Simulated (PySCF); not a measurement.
Gas-phase reaction: 3 GeO + O3 → 3 GeO2

Method: PySCF energies plus ideal-gas RRHO corrections (1 bar). † marks an energy on the PBE0/def2-TZVP geometry and frequencies; other levels use their own. MP2 freezes the core. 6-31G* has spherical d functions here. All species are closed-shell singlets. B3LYP is the form with VWN-RPA correlation. Ge: all electrons, no relativistic terms. GeO2: computed as isolated molecules; such fragments, hydroxides, amides, oligomers or adducts are transient or little studied in the gas. MP2 isn't extrapolated to the basis-set limit; its ΔH°(298 K) is -285.2 kJ in def2-SVP and -376.0 kJ in def2-TZVPP. The harmonic model lacks anharmonicity and excited electronic states, which grow with temperature; levels with a mode under 35 cm⁻¹ are left out. Strong static correlation: O3.

| level | ΔE electronic, kJ | ΔH°(298 K), kJ | ΔS°(298 K), J/K | ΔG°(600 K), kJ |
|---|---|---|---|---|
| B3LYP/6-31G* | -185 | -182 | -170 | -82 |
| HF/6-31G* | -258 | -257 | -174 | -154 |
| MP2/def2-SVP† | -289 | -285 | -175 | -182 |
| PBE/def2-TZVP† | -295 | -291 | -175 | -188 |
| ωB97X-V/def2-TZVP† | -315 | -311 | -175 | -208 |
ΔH° is lowest at ωB97X-V/def2-TZVP† and highest at B3LYP/6-31G*. No reference value is set beside these.
